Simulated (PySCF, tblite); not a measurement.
Species: C₆H₁₀BNO₂.
Z-matrix (Å and degrees, PBE0-D3(BJ)/def2-SVP geometry), rows numbered from 1:
```
C 
N   1  1.2633
C   2  1.4142  1  118.41
C   3  1.5427  2  125.11  1   122.41
C   4  1.5505  3   74.86  2   176.20
B   5  1.5672  4  129.05  3  -179.66
O   6  1.3639  5  118.50  4     1.79
O   6  1.3651  5  117.60  4  -178.44
C   3  1.5531  2  130.81  1    -0.32
C   3  1.5416  2  125.17  1  -122.58
H   1  1.1084  2  123.34  3     0.47
H   1  1.1002  2  119.65  3  -179.77
H   4  1.1004  3  116.36  2    63.53
H   4  1.1013  3  116.27  2   -71.15
H   7  0.9616  6  115.48  5   179.78
H   8  0.9614  6  115.49  5  -179.48
H   9  1.1025  3  116.97  2    68.20
H   9  1.1013  3  117.18  2   -68.54
H  10  1.1012  3  116.41  2    71.68
H  10  1.1010  3  116.30  2   -63.64
```

Jobs on this species (20 atoms, 74 electrons) with PySCF (density fitting) and tblite. Hardware of each: an Arm Neoverse N1 with one thread (shared host). Times come from a shared host and carry two figures at best.

```json
{"level and settings": "GFN2-xTB", "work": "L-BFGS relaxation", "basis functions": "–", "SCF cycles": "–", "wall time": "?"}
{"level and settings": "PBE0/pcSseg-1", "work": "shieldings, ring-centre shieldings, charges and field gradients, density and orbital grids written", "basis functions": "220", "SCF cycles": "?", "wall time": "?"}
{"level and settings": "CAM-B3LYP/pcSseg-1", "work": "shieldings, ring-centre shieldings", "basis functions": "220", "SCF cycles": "14", "wall time": "1.8 min"}
{"level and settings": "PBE0/def2-SVPD", "work": "10 singlets by full TDDFT, 4 Tamm–Dancoff triplets, polarisability, ΔSCF ions, density and orbital grids written", "basis functions": "286", "SCF cycles": "14", "wall time": "11 min"}
{"level and settings": "GFN2-xTB", "work": "Hessian by finite differences", "basis functions": "–", "SCF cycles": "–", "wall time": "1.3 s"}
{"level and settings": "PBE0-D3(BJ)/def2-SVP, grid level 1", "work": "geometry optimisation from a GFN2-xTB start shaken at random", "basis functions": "190", "SCF cycles": "54", "wall time": "4.1 min"}
{"level and settings": "PBE0/pcSseg-1, IEF-PCM chloroform", "work": "shieldings, ring-centre shieldings, charges and field gradients", "basis functions": "220", "SCF cycles": "14", "wall time": "89 s"}
{"level and settings": "PBE0/pcSseg-1, IEF-PCM water", "work": "shieldings, ring-centre shieldings", "basis functions": "220", "SCF cycles": "14", "wall time": "84 s"}
```

Q: Fill in the missing figures.

A: 
- GFN2-xTB; L-BFGS relaxation: 1.8 s
- PBE0/pcSseg-1; shieldings, ring-centre shieldings, charges and field gradients, density and orbital grids written: 1.7 min, 14 SCF cycles

Q: What do all jobs in the table cost together?

A: About 22 min; the longest takes about 51 % of that, and about 510 times as long as the shortest.
